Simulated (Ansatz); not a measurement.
A CCSD(T) single point on FH3OSiTe (`O[SiH](F)[TeH]`).

```yaml
crystal:
  periodic: [false, false, false]
  atoms:
    - {symbol: O, position_ang: [-0.504466, 1.143183, 1.206060]}
    - {symbol: Si, position_ang: [0.362404, 0.043266, 0.376657]}
    - {symbol: F, position_ang: [0.068388, -1.444699, 0.868136]}
    - {symbol: Te, position_ang: [-0.257746, 0.146802, -2.032762]}
    - {symbol: H, position_ang: [-1.452032, 1.177655, 1.059265]}
    - {symbol: H, position_ang: [1.775146, 0.334492, 0.674255]}
    - {symbol: H, position_ang: [0.069507, -1.468598, -2.197211]}
basis:
  gaussian: {orbitals: def2-TZVPP}
correlation: {method: ccsd_t}
output: {orbitals: {seedname: orbitals}}
```

```sh
$ ansatz run in.yaml --threads 2 --pin off --events-out ev --progress --plain --max-ram 4352MiB
```

Log, shortened:

```
Functional definition: HF
1360 factors; integrals over basis functions are off by at most 9.8e-4 eV
mean field evaluation 1: about -19921.0255 eV, gradient 4.2e1 eV
mean field evaluation 2: about -19921.2587 eV, gradient 4.3e1 eV
mean field evaluation 4: about -19924.6258 eV, gradient 2.8e0 eV
mean field evaluation 8: about -19924.6804 eV, gradient 2.9e-1 eV
mean field -19924.68078414 eV, -732.2185133834 hartree, gradient 9.6e-6 eV, S^2 0.000000; 0 other end points of the search recorded, 0 dependent functions left out
11 core orbitals not correlated: weight in the atoms' cores, before any rotation towards them, 1.000 or more for the frozen orbitals, at most 0.000 for the correlated occupied ones
reference -19924.68078414 eV, -732.2185133834 hartree; 18, 18 occupied and 167, 167 virtual orbitals, 1360 factors
second order -29.25802147 eV of doubles, -0.00000000 eV of singles
cycle   1  -28.30168785 eV  change    9.6e-1 eV  update   1.1e-1
cycle   2  -28.94311033 eV  change   -6.4e-1 eV  update   3.1e-2
cycle   3  -29.06225746 eV  change   -1.2e-1 eV  update   1.6e-2
cycle   4  -29.03772022 eV  change    2.5e-2 eV  update   3.8e-3
cycle   5  -29.03472449 eV  change    3.0e-3 eV  update   1.7e-3
cycle   6  -29.03618240 eV  change   -1.5e-3 eV  update   5.3e-4
cycle   7  -29.03589289 eV  change    2.9e-4 eV  update   1.9e-4
cycle   8  -29.03570559 eV  change    1.9e-4 eV  update   5.8e-5
cycle   9  -29.03573374 eV  change   -2.8e-5 eV  update   2.5e-5
perturbative correction -0.84251655 eV, -0.0309619121 hartree
Total energy: -19954.55903443 eV, -733.3165188294 hartree
```

Hardware: 2 threads of an Arm Neoverse V2 on a shared host. Wall time 2.3 min, peak host memory 2.6 GiB.

The correlation energy is -29.878 eV, 2.8 % of it from (T); the T1 diagnostic reads 0.0116.
